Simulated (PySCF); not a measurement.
PySCF input (M06-2X/def2-TZVPD):

```python
from pyscf import gto, scf, dft

mol = gto.M(
    atom='''
    C     0.49340060   -0.59685356    0.01157239
    C    -0.79925408   -0.33162174    0.07436030
    F    -1.72376420   -1.26740236    0.19996887
    F    -1.34397049    0.86328454    0.02315194
    Cl    1.68238799    0.63658921   -0.15211773
    H     0.84413723   -1.61410440    0.06231804
    ''',
    basis='def2-tzvpd',
    charge=0,
    spin=0,
    verbose=4,
)

mf = dft.RKS(mol, xc='m062x').density_fit(auxbasis='def2-universal-jkfit')
mf.grids.level = 4
mf.conv_tol = 1e-9
mf.max_cycle = 100
mf.max_memory = 1500
mf.kernel()
if not mf.converged:
    mf = mf.newton()
    mf.kernel(mf.make_rdm1())
mf.analyze()
```

Output:

```
PySCF version 2.14.0

[INPUT] verbose = 4
[INPUT] num. atoms = 6
[INPUT] num. electrons = 48
[INPUT] charge = 0
[INPUT] spin (= nelec alpha-beta = 2S) = 0
[INPUT] symmetry False subgroup None
[INPUT] Mole.unit = angstrom
[INPUT] Symbol           X                Y                Z      unit          X                Y                Z       unit  Magmom
[INPUT]  1 C      0.493400600000  -0.596853560000   0.011572390000 AA    0.932392003696  -1.127889764872   0.021868647707 Bohr   0.0
[INPUT]  2 C     -0.799254080000  -0.331621740000   0.074360300000 AA   -1.510371315141  -0.626674265552   0.140520601540 Bohr   0.0
[INPUT]  3 F     -1.723764200000  -1.267402360000   0.199968870000 AA   -3.257442241330  -2.395043350027   0.377886397739 Bohr   0.0
[INPUT]  4 F     -1.343970490000   0.863284540000   0.023151940000 AA   -2.539736145598   1.631371348171   0.043750825852 Bohr   0.0
[INPUT]  5 Cl     1.682387990000   0.636589210000  -0.152117730000 AA    3.179252536358   1.202979260753  -0.287460848391 Bohr   0.0
[INPUT]  6 H      0.844137230000  -1.614104400000   0.062318040000 AA    1.595188176249  -3.050215252455   0.117764028220 Bohr   0.0

nuclear repulsion = 212.328152618789
number of shells = 75
number of NR pGTOs = 297
number of NR cGTOs = 209
basis = def2-tzvpd
ecp = {}

******** <class 'pyscf.df.df_jk.DFRKS'> ********
method = DFRKS
initial guess = minao
damping factor = 0
level_shift factor = 0
DIIS = <class 'pyscf.scf.diis.CDIIS'>
diis_start_cycle = 1
diis_space = 8
diis_damp = 0
SCF conv_tol = 1e-09
SCF conv_tol_grad = None
SCF max_cycles = 100
direct_scf = False
XC library pyscf.dft.libxc version 7.1.2
    S. Lehtola, C. Steigemann, M. J. T. Oliveira, and M. A. L. Marques,  SoftwareX 7, 1–5 (2018)
XC functionals = m062x
    Y. Zhao and D. G. Truhlar,  Theor. Chem. Acc. 120, 215 (2008)
    Y. Zhao and D. G. Truhlar,  Theor. Chem. Acc. 120, 215 (2008)
radial grids:
    Treutler-Ahlrichs [JCP 102, 346 (1995); DOI:10.1063/1.469408] (M4) radial grids

becke partition: Becke, JCP 88, 2547 (1988); DOI:10.1063/1.454033
pruning grids: <function nwchem_prune>
grids dens level: 4
symmetrized grids: False
atomic radii adjust function: <function treutler_atomic_radii_adjust>
small_rho_cutoff = 0
Set gradient conv threshold to 3.16228e-05
Initial guess from minao.
tot grids = 159288
******** <class 'pyscf.df.df.DF'> ********
auxbasis = def2-universal-jkfit
init E= -737.509296929051
  HOMO = -0.244806607762932  LUMO = -0.0168920027202498  gap/eV = 6.20187
cycle= 1 E= -736.594976233435  delta_E= 0.914  |g|= 0.668  |ddm|= 2.22
  HOMO = -0.34926711544698  LUMO = -0.0387098402361416  gap/eV = 8.45069
[...]
cycle= 10 E= -736.681203320305  delta_E= -2.52e-10  |g|= 1.88e-05  |ddm|= 7.48e-05
  HOMO = -0.324745928863251  LUMO = 0.00953328417192149  gap/eV = 9.09620
Extra cycle  E= -736.681203320278  delta_E= 2.73e-11  |g|= 2.27e-05  |ddm|= 3.59e-05
converged SCF energy = -736.681203320278
**** SCF Summaries ****
Total Energy =                        -736.681203320277973
Nuclear Repulsion Energy =             212.328152618788579
One-electron Energy =                -1438.620371042189163
Two-electron Energy =                  489.611015103122554
Two-electron Coulomb Energy =          549.905207459277790
DFT Exchange-Correlation Energy =      -60.294192356155264
HOMO-LUMO gap [eV] =                     9.096200704361902
**** MO energy ****
MO #1   energy= -102.668166605992  occ= 2
MO #2   energy= -25.3062841248237  occ= 2
MO #3   energy= -25.3053081970417  occ= 2
MO #4   energy= -10.7356648010777  occ= 2
MO #5   energy= -10.6161418248881  occ= 2
MO #6   energy= -9.83010989843514  occ= 2
MO #7   energy= -7.55245515682154  occ= 2
MO #8   energy= -7.54685190429604  occ= 2
MO #9   energy= -7.5467557400398   occ= 2
MO #10  energy= -1.45853865650884  occ= 2
MO #11  energy= -1.39732178853124  occ= 2
MO #12  energy= -0.996808586504784 occ= 2
MO #13  energy= -0.875685338416979 occ= 2
MO #14  energy= -0.752299499227544 occ= 2
MO #15  energy= -0.695430323222414 occ= 2
MO #16  energy= -0.649343327294747 occ= 2
MO #17  energy= -0.636881229870032 occ= 2
MO #18  energy= -0.57137838999618  occ= 2
MO #19  energy= -0.560814705821456 occ= 2
MO #20  energy= -0.546315381557415 occ= 2
MO #21  energy= -0.514702496957584 occ= 2
MO #22  energy= -0.449643012730876 occ= 2
MO #23  energy= -0.397746831742046 occ= 2
MO #24  energy= -0.324745928863251 occ= 2
MO #25  energy= 0.00953328417192149 occ= 0
MO #26  energy= 0.0189384324453012 occ= 0
MO #27  energy= 0.0315540963655928 occ= 0
MO #28  energy= 0.0337602420829974 occ= 0
MO #29  energy= 0.0455064287135905 occ= 0
MO #30  energy= 0.0609818342541041 occ= 0
MO #31  energy= 0.0680805733879415 occ= 0
MO #32  energy= 0.0785226537832061 occ= 0
MO #33  energy= 0.0853265094178854 occ= 0
MO #34  energy= 0.0916628532098377 occ= 0
MO #35  energy= 0.115083753469576  occ= 0
MO #36  energy= 0.119496751385971  occ= 0
MO #37  energy= 0.126262161041295  occ= 0
MO #38  energy= 0.154964115527047  occ= 0
MO #39  energy= 0.18019069121526   occ= 0
MO #40  energy= 0.19414923341611   occ= 0
MO #41  energy= 0.194432617609703  occ= 0
MO #42  energy= 0.206995214592457  occ= 0
MO #43  energy= 0.217109383086531  occ= 0
MO #44  energy= 0.224950144398181  occ= 0
MO #45  energy= 0.251774464899704  occ= 0
MO #46  energy= 0.258351789666702  occ= 0
MO #47  energy= 0.26032519979652   occ= 0
MO #48  energy= 0.291657368288002  occ= 0
MO #49  energy= 0.298436254809187  occ= 0
MO #50  energy= 0.3085945809626    occ= 0
MO #51  energy= 0.311533136810686  occ= 0
MO #52  energy= 0.320752821739502  occ= 0
MO #53  energy= 0.321252658874588  occ= 0
MO #54  energy= 0.344121030701268  occ= 0
MO #55  energy= 0.34848545683647   occ= 0
MO #56  energy= 0.362583041282857  occ= 0
MO #57  energy= 0.388175701062412  occ= 0
MO #58  energy= 0.389951477794238  occ= 0
MO #59  energy= 0.411165892647533  occ= 0
MO #60  energy= 0.422119625532104  occ= 0
MO #61  energy= 0.442269207328882  occ= 0
MO #62  energy= 0.445153840303894  occ= 0
MO #63  energy= 0.462139485258857  occ= 0
MO #64  energy= 0.475759194205387  occ= 0
MO #65  energy= 0.512241811244106  occ= 0
MO #66  energy= 0.521072109499465  occ= 0
MO #67  energy= 0.556772766651465  occ= 0
MO #68  energy= 0.583166442119892  occ= 0
MO #69  energy= 0.604765971906256  occ= 0
MO #70  energy= 0.617094476775821  occ= 0
MO #71  energy= 0.621433711488463  occ= 0
MO #72  energy= 0.624596086634636  occ= 0
MO #73  energy= 0.627829836509903  occ= 0
MO #74  energy= 0.642871373509211  occ= 0
MO #75  energy= 0.653993227836109  occ= 0
MO #76  energy= 0.675781055663291  occ= 0
MO #77  energy= 0.689534102762977  occ= 0
MO #78  energy= 0.69184372305959   occ= 0
MO #79  energy= 0.70821733597969   occ= 0
MO #80  energy= 0.710127845434157  occ= 0
MO #81  energy= 0.724878639671725  occ= 0
MO #82  energy= 0.745808560116254  occ= 0
MO #83  energy= 0.750522727434172  occ= 0
MO #84  energy= 0.794065248970465  occ= 0
MO #85  energy= 0.822858224563088  occ= 0
MO #86  energy= 0.840967361073931  occ= 0
MO #87  energy= 0.849357246275237  occ= 0
MO #88  energy= 0.854401638937839  occ= 0
MO #89  energy= 0.871758637492806  occ= 0
MO #90  energy= 0.877689088713885  occ= 0
MO #91  energy= 0.936039212877586  occ= 0
MO #92  energy= 0.979560196545618  occ= 0
MO #93  energy= 0.991378786967822  occ= 0
MO #94  energy= 1.02382575827911   occ= 0
MO #95  energy= 1.04304890424641   occ= 0
MO #96  energy= 1.06842306990939   occ= 0
MO #97  energy= 1.12216034771392   occ= 0
MO #98  energy= 1.1957864501696    occ= 0
MO #99  energy= 1.22688423922018   occ= 0
MO #100 energy= 1.25407823002188   occ= 0
MO #101 energy= 1.2926452832373    occ= 0
MO #102 energy= 1.30233795011812   occ= 0
MO #103 energy= 1.31716591696476   occ= 0
MO #104 energy= 1.39152095723458   occ= 0
MO #105 energy= 1.42289109631459   occ= 0
MO #106 energy= 1.4398365460186    occ= 0
MO #107 energy= 1.47796588477339   occ= 0
[...]
```
